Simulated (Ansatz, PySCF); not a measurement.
Dimer: hydrogen isocyanide (SMILES [C-]#[NH+]) (first 3 atoms) with hydrogen isocyanide (SMILES [C-]#[NH+]); geometry from B3LYP-D3(BJ)/def2-TZVP, rigid monomers moved along the line of their centres of mass till H3···C4 is 1.85 Å.
(charge 0, multiplicity 1):
| atom | x (Å) | y (Å) | z (Å) |
|---|---|---|---|
| C | -0.2166 | 0.3936 | -1.1305 |
| N | -0.1158 | 0.3302 | 0.0263 |
| H | -0.0279 | 0.2747 | 1.0361 |
| C | 0.1313 | 0.1747 | 2.8745 |
| N | 0.2315 | 0.1125 | 4.0271 |
| H | 0.3179 | 0.0588 | 5.0205 |

Quantity: the interaction energy.

Counterpoise-corrected where a basis set is named; no monomer relaxation.

Cores are frozen in the correlated methods. CBS: X⁻³ extrapolation of the correlation energy, Hartree–Fock from the larger set.

Codes used: Ansatz (Gaussian orbitals); PySCF for the dispersion terms. 

Costs are ratios of core time to PBE/def2-TZVPPD (roughly 2.9 s), for whole runs (searches for the state included, and forces where a run took them) on one shared machine, so rough; each difference counts from -6.52 kcal/mol (CCSD(T)/CBS(aug-cc-pVDZ, aug-cc-pVTZ), a level with limits of its own).

A star marks coupled-cluster runs past 200 virtual orbitals, where the program's memory plan changes under this machine's limit, so their costs aren't comparable with smaller runs.

```
level                      basis functions   cost  difference (kcal/mol)
-------------------------  ---------------  -----  ---------------------
PBE/def2-TZVPPD                        182     ×1                  -0.43
PBE-D3(BJ)/def2-TZVPPD                 182     ×1                  -1.14
B3LYP/def2-TZVPPD                      182     ×1                   0.75
B3LYP-D3(BJ)/def2-TZVPPD               182     ×1                  -0.41
PBE0/def2-TZVPPD                       182     ×2                  -0.20
PBE0-D3(BJ)/def2-TZVPPD                182     ×2                  -0.86
r2SCAN/def2-TZVPPD                     182     ×2                   0.16
r2SCAN-D3(BJ)/def2-TZVPPD              182     ×2                  -0.10
wB97X-V/def2-TZVPPD                    182     ×3                   0.39
wB97M-V/def2-TZVPPD                    182     ×4                   0.59
CCSD(T)/aug-cc-pVDZ                    110     ×6                   1.10
CCSD(T)/aug-cc-pVTZ                    230  ×400*                   0.31
```

With a budget of 100 times the cost of PBE/def2-TZVPPD, the closest level: r2SCAN-D3(BJ)/def2-TZVPPD, at -0.10 kcal/mol; next is r2SCAN/def2-TZVPPD at 0.16 kcal/mol.

Ansatz is a first-principles code.
